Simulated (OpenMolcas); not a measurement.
Ir+: effect of the active space

```yaml
Program: OpenMolcas
Method: SS-CASPT2 or its RAS form, IPEA 0.25 Eh, imaginary shift 0.1 Eh
Basis: ANO-RCC-VTZP
Scalar_Hamiltonian: DKH2, point nucleus
Spin-orbit_coupling: state interaction with AMFI integrals over the reference wave functions, term energies averaged over their components
```

A. 8 electrons in 6 orbitals (5d 6s); 2S+1 = 5 even, 15 roots; 2S+1 = 3 even, 75 roots; 2S+1 = 1 even, 49 roots; closed shells correlated: 5s 5p; CASPT2 step of the order of 50 core-seconds
B. 8 electrons in 9 orbitals (RAS2 5d 6s; RAS3 6p, at most 2 electrons); 2S+1 = 5 even, 15 roots; 2S+1 = 3 even, 90 roots kept (CI in the orbitals of an earlier block); 2S+1 = 1 even, 78 roots kept (CI in the orbitals of an earlier block, 77 in the spin-orbit step); 2S+1 = 5 odd, 22 roots; 2S+1 = 7 odd, 15 roots kept (CI in the orbitals of an earlier block, 5 in the spin-orbit step); 2S+1 = 3 odd, 16 roots kept (CI in the orbitals of an earlier block, 9 in the spin-orbit step); 2S+1 = 1 odd, 9 roots kept (CI in the orbitals of an earlier block, 0 in the spin-orbit step); closed shells correlated: 5s 5p; CASPT2 step roughly 6 core-minutes

Energies in cm⁻¹ above 5d⁷ 6s ⁵F₅, the measured ground level; measured values from NIST Handbook of Basic Atomic Spectroscopic Data.

| Level | A | B | Measured |
| --- | --- | --- | --- |
| 5d⁷ 6s ⁵F₅ | 0.0 | 0.0 | 0.0 |
| 5d⁷ 6s ³P₂(1) [65 %] | 4200 | 4320 |  |
| 5d⁷ 6s ⁵F₃ | 8880 | 8730 | 8187 |
| 5d⁸ ³F₃ | 12350 | 12170 | 9928 |
| 5d⁷ 6s ⁵P₃ | 14170 | 14120 | 12715 |
| 5d⁷ 6s ³P₀(1) | 14760 | 15020 |  |
| 5d⁶ 6s² ⁵D₄ [66 %] | 17530 | 16720 | 17210 |
| 5d⁷ 6s ³F₃(1) [63 %] | 17600 | 17980 |  |
| 5d⁷ 6s ³G₅ [68 %] | 18020 | 18520 | 17478 |
| 5d⁶ 6s² ⁵D₃ | 22350 | 22250 |  |
| 5d⁷ 6s ³H₆ | 23220 | 23650 |  |
| 5d⁷ 6s ³G₃ | 23860 | 24270 |  |
| 5d⁷ 6s ³P₀(2) [50 %] | 24780 | 23900 |  |
| 5d⁷ 6s ³H₅ [65 %] | 25560 | 26060 |  |
| 5d⁷ 6s ³D₃ [66 %] | 27030 | 26990 |  |
| 5d⁷ 6s ¹H₅ [53 %] | 32830 | 33600 |  |
| 5d⁷ 6s ³F₃(2) | 33730 | 34560 |  |
| 5d⁷ 6s ³F₂(2) [69 %] | 33910 | 34530 |  |
| 5d⁸ ³P₁ [74 %] | 34310 | 33590 |  |

Deviations, from unrounded energies. A percentage is the sum of absolute deviations over the sum of measured energies, with the sign that they share, or ± where signs differ.

```csv
Against measurement,Levels,A,B
mean absolute deviation (cm-1),5,1100,1100
fine structure of the ground term (%),1,+8.5,+6.6
other terms of the ground configuration (%),2,+6.6,+8.1
other configurations (%),2,+10.1,±10.1
```

A, B lie about equally close to measurement. The largest miss of A in the table is 5d⁸ ³F₃, by +2400 cm-1. The ranking rests on the paired levels alone, and a cruder setting can come out closer through cancelling errors.

The spin-orbit steps hold different terms of 5d⁷ 6s (A lacks a ¹D), which shifts levels as well.

The two smallest mean deviations differ by little beside CASPT2's spread within terms, so their order carries little weight.

Between A and B the level of the table that moves most is 5d⁷ 6s ³P₀(2) [50 %], by 880 cm-1 (lowest in B, highest in A). Moves below CASPT2's spread within the term are not significant.

Term energies are means over components that CASPT2 splits; among the terms shown or strongly mixed into the levels shown the widest spread is 460 cm-1 (5d⁷ 6s ⁵F, A). Configurations are named by rounded mean occupations; where the s occupation lies near a half they are strongly mixed, a name can repeat and a true partner stay unpaired. A single d shell beside an s shell can misplace configurations of different d count against each other. The CASPT2 spread within a term exceeds the gap to the next term for 5d⁷ 6s ¹P and 5d⁸ ³P, 5d⁸ ³P and 5d⁷ 6s ¹H, so the order of their levels is uncertain (holds for A). Some high roots are left out of the spin-orbit mixing, which shifts the levels that they would mix with (holds for B). Some levels mix across a computed gap that differs much from the measured one, so their mixing is not that of the real levels (holds for B). Terms from blocks run as CI alone lack orbitals of their own (holds for B). Computed and measured levels are paired by configuration, term and J; levels that our copy of the source lacks, or whose pairing is in doubt (as where it misses far off the trend of its configuration), stay unpaired and out of the deviations. Only configurations of the active space appear. Levels that lie high or do not pair safely by name in every column are left out.

A share in square brackets marks a mixed level and gives the weight of the term that names it, the lowest over the columns. A number in round brackets counts repeated terms of one configuration in the order of the reference energies.
